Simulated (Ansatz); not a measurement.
Ansatz (a quantum-chemistry and plane-wave program) input (HF/6-31G*):

Ansatz 0.2 input:
```yaml
crystal:
  periodic: [false, false, false]
  atoms:
    - {symbol: C, position_ang: [-0.00000000, -0.00000000, -1.22743661]}
    - {symbol: C, position_ang: [0.00000000, 0.00000000, 0.01939845]}
    - {symbol: O, position_ang: [0.00000000, 0.00000000, 1.19137238]}
    - {symbol: H, position_ang: [-0.00000000, -0.00000000, -2.28275008]}
basis:
  gaussian:
    orbitals: 6-31G*
hamiltonian:
  xc: {name: HF}
magnetization: {spin_polarized: true, initial_magnetization: 1}
phonons: {temperatures: {t_min: 298.15, t_max: 298.15, t_step: 100}}
```

Output:

```
Functional definition: HF
integrals: 0.01 GiB planned
489 factors; integrals over basis functions are off by at most 2.5e-4 eV
mean field: 0.09 GiB planned
mean field evaluation 1: about -4109.3332 eV, gradient 1.9e1 eV
mean field evaluation 2: about -4109.3344 eV, gradient 1.9e1 eV
mean field evaluation 4: about -4111.0334 eV, gradient 2.9e0 eV
mean field evaluation 8: about -4111.1492 eV, gradient 2.9e-1 eV
mean field evaluation 16: about -4111.1223 eV, gradient 1.1e0 eV
mean field -4111.15476431 eV, -151.0821509477 hartree, gradient 2.3e-5 eV, S^2 0.825970; 0 other end points of the search recorded, 0 dependent functions left out
the calculation of the forces begins
reference -4111.15476431 eV, -151.0821509477 hartree; 11, 10 occupied and 36, 37 virtual orbitals, 489 factors
these checks for a lower state are left out or cut short: stability, starts, cluster_reference, orbital_swaps, neighbouring_geometries, increment
integrals: 0.01 GiB planned
489 factors; integrals over basis functions are off by at most 2.5e-4 eV
mean field: 0.09 GiB planned
mean field -4111.15475681 eV, -151.0821506720 hartree, gradient 8.4e-6 eV, S^2 0.825972; 0 other end points of the search recorded, 0 dependent functions left out
the calculation of the forces begins
reference -4111.15475681 eV, -151.0821506720 hartree; 11, 10 occupied and 36, 37 virtual orbitals, 489 factors
these checks for a lower state are left out or cut short: stability, starts, cluster_reference, orbital_swaps, neighbouring_geometries, increment
integrals: 0.01 GiB planned
489 factors; integrals over basis functions are off by at most 2.5e-4 eV
mean field: 0.09 GiB planned
mean field evaluation 32: about -4111.1548 eV, gradient 1.5e-6 eV
mean field -4111.15475681 eV, -151.0821506720 hartree, gradient 8.4e-6 eV, S^2 0.825972; 0 other end points of the search recorded, 0 dependent functions left out
the calculation of the forces begins
reference -4111.15475681 eV, -151.0821506720 hartree; 11, 10 occupied and 36, 37 virtual orbitals, 489 factors
these checks for a lower state are left out or cut short: stability, starts, cluster_reference, orbital_swaps, neighbouring_geometries, increment
integrals: 0.01 GiB planned
489 factors; integrals over basis functions are off by at most 2.5e-4 eV
mean field: 0.09 GiB planned
mean field -4111.15476192 eV, -151.0821508598 hartree, gradient 8.4e-6 eV, S^2 0.825971; 0 other end points of the search recorded, 0 dependent functions left out
the calculation of the forces begins
reference -4111.15476192 eV, -151.0821508598 hartree; 11, 10 occupied and 36, 37 virtual orbitals, 489 factors
these checks for a lower state are left out or cut short: stability, starts, cluster_reference, orbital_swaps, neighbouring_geometries, increment
integrals: 0.01 GiB planned
489 factors; integrals over basis functions are off by at most 2.5e-4 eV
mean field: 0.09 GiB planned
mean field -4111.15476192 eV, -151.0821508598 hartree, gradient 8.4e-6 eV, S^2 0.825971; 0 other end points of the search recorded, 0 dependent functions left out
the calculation of the forces begins
reference -4111.15476192 eV, -151.0821508598 hartree; 11, 10 occupied and 36, 37 virtual orbitals, 489 factors
these checks for a lower state are left out or cut short: stability, starts, cluster_reference, orbital_swaps, neighbouring_geometries, increment
integrals: 0.01 GiB planned
489 factors; integrals over basis functions are off by at most 2.5e-4 eV
mean field: 0.09 GiB planned
mean field -4111.15434770 eV, -151.0821356375 hartree, gradient 8.4e-6 eV, S^2 0.825996; 0 other end points of the search recorded, 0 dependent functions left out
the calculation of the forces begins
reference -4111.15434770 eV, -151.0821356375 hartree; 11, 10 occupied and 36, 37 virtual orbitals, 489 factors
these checks for a lower state are left out or cut short: stability, starts, cluster_reference, orbital_swaps, neighbouring_geometries, increment
integrals: 0.01 GiB planned
489 factors; integrals over basis functions are off by at most 2.5e-4 eV
mean field: 0.09 GiB planned
mean field -4111.15435491 eV, -151.0821359025 hartree, gradient 8.6e-6 eV, S^2 0.825954; 0 other end points of the search recorded, 0 dependent functions left out
the calculation of the forces begins
reference -4111.15435491 eV, -151.0821359025 hartree; 11, 10 occupied and 36, 37 virtual orbitals, 489 factors
these checks for a lower state are left out or cut short: stability, starts, cluster_reference, orbital_swaps, neighbouring_geometries, increment
integrals: 0.01 GiB planned
489 factors; integrals over basis functions are off by at most 2.5e-4 eV
mean field: 0.09 GiB planned
mean field evaluation 64: about -4111.1547 eV, gradient 8.4e-6 eV
[...]
integrals: 0.01 GiB planned
489 factors; integrals over basis functions are off by at most 2.5e-4 eV
mean field: 0.09 GiB planned
mean field -4111.15433850 eV, -151.0821352992 hartree, gradient 9.6e-6 eV, S^2 0.827715; 0 other end points of the search recorded, 0 dependent functions left out
the calculation of the forces begins
reference -4111.15433850 eV, -151.0821352992 hartree; 11, 10 occupied and 36, 37 virtual orbitals, 489 factors
these checks for a lower state are left out or cut short: stability, starts, cluster_reference, orbital_swaps, neighbouring_geometries, increment
integrals: 0.01 GiB planned
489 factors; integrals over basis functions are off by at most 2.5e-4 eV
mean field: 0.09 GiB planned
mean field evaluation 96: about -4111.1532 eV, gradient 7.3e-5 eV
mean field -4111.15475542 eV, -151.0821506208 hartree, gradient 8.4e-6 eV, S^2 0.825973; 0 other end points of the search recorded, 0 dependent functions left out
the calculation of the forces begins
reference -4111.15475542 eV, -151.0821506208 hartree; 11, 10 occupied and 36, 37 virtual orbitals, 489 factors
these checks for a lower state are left out or cut short: stability, starts, cluster_reference, orbital_swaps, neighbouring_geometries, increment
integrals: 0.01 GiB planned
489 factors; integrals over basis functions are off by at most 2.5e-4 eV
mean field: 0.09 GiB planned
mean field -4111.15475542 eV, -151.0821506208 hartree, gradient 8.4e-6 eV, S^2 0.825973; 0 other end points of the search recorded, 0 dependent functions left out
the calculation of the forces begins
reference -4111.15475542 eV, -151.0821506208 hartree; 11, 10 occupied and 36, 37 virtual orbitals, 489 factors
these checks for a lower state are left out or cut short: stability, starts, cluster_reference, orbital_swaps, neighbouring_geometries, increment
integrals: 0.01 GiB planned
489 factors; integrals over basis functions are off by at most 2.5e-4 eV
mean field: 0.09 GiB planned
mean field -4111.15475318 eV, -151.0821505387 hartree, gradient 8.4e-6 eV, S^2 0.825973; 0 other end points of the search recorded, 0 dependent functions left out
the calculation of the forces begins
reference -4111.15475318 eV, -151.0821505387 hartree; 11, 10 occupied and 36, 37 virtual orbitals, 489 factors
these checks for a lower state are left out or cut short: stability, starts, cluster_reference, orbital_swaps, neighbouring_geometries, increment
integrals: 0.01 GiB planned
489 factors; integrals over basis functions are off by at most 2.5e-4 eV
mean field: 0.09 GiB planned
mean field -4111.15475318 eV, -151.0821505387 hartree, gradient 8.4e-6 eV, S^2 0.825973; 0 other end points of the search recorded, 0 dependent functions left out
the calculation of the forces begins
reference -4111.15475318 eV, -151.0821505387 hartree; 11, 10 occupied and 36, 37 virtual orbitals, 489 factors
these checks for a lower state are left out or cut short: stability, starts, cluster_reference, orbital_swaps, neighbouring_geometries, increment
integrals: 0.01 GiB planned
489 factors; integrals over basis functions are off by at most 2.5e-4 eV
mean field: 0.09 GiB planned
mean field -4111.15449921 eV, -151.0821412054 hartree, gradient 8.3e-6 eV, S^2 0.827752; 0 other end points of the search recorded, 0 dependent functions left out
the calculation of the forces begins
reference -4111.15449921 eV, -151.0821412054 hartree; 11, 10 occupied and 36, 37 virtual orbitals, 489 factors
these checks for a lower state are left out or cut short: stability, starts, cluster_reference, orbital_swaps, neighbouring_geometries, increment
integrals: 0.01 GiB planned
489 factors; integrals over basis functions are off by at most 2.5e-4 eV
mean field: 0.09 GiB planned
mean field evaluation 128: about -4111.1545 eV, gradient 1.3e-6 eV
mean field -4111.15448798 eV, -151.0821407928 hartree, gradient 8.7e-6 eV, S^2 0.824231; 0 other end points of the search recorded, 0 dependent functions left out
the calculation of the forces begins
reference -4111.15448798 eV, -151.0821407928 hartree; 11, 10 occupied and 36, 37 virtual orbitals, 489 factors
these checks for a lower state are left out or cut short: stability, starts, cluster_reference, orbital_swaps, neighbouring_geometries, increment
integrals: 0.01 GiB planned
489 factors; integrals over basis functions are off by at most 2.5e-4 eV
mean field: 0.09 GiB planned
mean field -4111.15476281 eV, -151.0821508926 hartree, gradient 2.6e-6 eV, S^2 0.825971; 0 other end points of the search recorded, 0 dependent functions left out
the calculation of the forces begins
reference -4111.15476281 eV, -151.0821508926 hartree; 11, 10 occupied and 36, 37 virtual orbitals, 489 factors
these checks for a lower state are left out or cut short: stability, starts, cluster_reference, orbital_swaps, neighbouring_geometries, increment
integrals: 0.01 GiB planned
489 factors; integrals over basis functions are off by at most 2.5e-4 eV
mean field: 0.09 GiB planned
mean field -4111.15476281 eV, -151.0821508926 hartree, gradient 2.6e-6 eV, S^2 0.825971; 0 other end points of the search recorded, 0 dependent functions left out
the calculation of the forces begins
reference -4111.15476281 eV, -151.0821508926 hartree; 11, 10 occupied and 36, 37 virtual orbitals, 489 factors
these checks for a lower state are left out or cut short: stability, starts, cluster_reference, orbital_swaps, neighbouring_geometries, increment
integrals: 0.01 GiB planned
489 factors; integrals over basis functions are off by at most 2.5e-4 eV
mean field: 0.09 GiB planned
mean field -4111.15476342 eV, -151.0821509149 hartree, gradient 2.3e-6 eV, S^2 0.825970; 0 other end points of the search recorded, 0 dependent functions left out
the calculation of the forces begins
reference -4111.15476342 eV, -151.0821509149 hartree; 11, 10 occupied and 36, 37 virtual orbitals, 489 factors
these checks for a lower state are left out or cut short: stability, starts, cluster_reference, orbital_swaps, neighbouring_geometries, increment
integrals: 0.01 GiB planned
489 factors; integrals over basis functions are off by at most 2.5e-4 eV
mean field: 0.09 GiB planned
mean field -4111.15476342 eV, -151.0821509149 hartree, gradient 2.3e-6 eV, S^2 0.825970; 0 other end points of the search recorded, 0 dependent functions left out
the calculation of the forces begins
reference -4111.15476342 eV, -151.0821509149 hartree; 11, 10 occupied and 36, 37 virtual orbitals, 489 factors
these checks for a lower state are left out or cut short: stability, starts, cluster_reference, orbital_swaps, neighbouring_geometries, increment
integrals: 0.01 GiB planned
489 factors; integrals over basis functions are off by at most 2.5e-4 eV
mean field: 0.09 GiB planned
mean field evaluation 160: about -4111.1531 eV, gradient 3.3e-5 eV
mean field -4111.15462410 eV, -151.0821457949 hartree, gradient 8.4e-6 eV, S^2 0.825918; 0 other end points of the search recorded, 0 dependent functions left out
the calculation of the forces begins
reference -4111.15462410 eV, -151.0821457949 hartree; 11, 10 occupied and 36, 37 virtual orbitals, 489 factors
these checks for a lower state are left out or cut short: stability, starts, cluster_reference, orbital_swaps, neighbouring_geometries, increment
integrals: 0.01 GiB planned
489 factors; integrals over basis functions are off by at most 2.5e-4 eV
mean field: 0.09 GiB planned
mean field -4111.15462468 eV, -151.0821458163 hartree, gradient 8.5e-6 eV, S^2 0.826023; 0 other end points of the search recorded, 0 dependent functions left out
the calculation of the forces begins
reference -4111.15462468 eV, -151.0821458163 hartree; 11, 10 occupied and 36, 37 virtual orbitals, 489 factors
Total energy: -4111.15476431 eV, -151.0821509477 hartree
Atom 0 at    -0.000000    -0.000000    -1.227437 Å, force     0.000000    -0.000000    -0.001196 eV/Å
Atom 1 at     0.000000     0.000000     0.019398 Å, force     0.000000    -0.000000    -0.000280 eV/Å
Atom 2 at     0.000000     0.000000     1.191372 Å, force    -0.000000     0.000000     0.001332 eV/Å
Atom 3 at    -0.000000    -0.000000    -2.282750 Å, force    -0.000000     0.000000     0.000145 eV/Å
Dipole moment:     0.000000    -0.000000    -0.477945 e Å
Vibrations: 91.53 375.43 551.59 618.72 1396.20 2092.18 3649.89 cm⁻¹, zero-point energy 0.544014 eV
```

The blocks after the first are displaced geometries, from whose forces the wavenumbers follow.
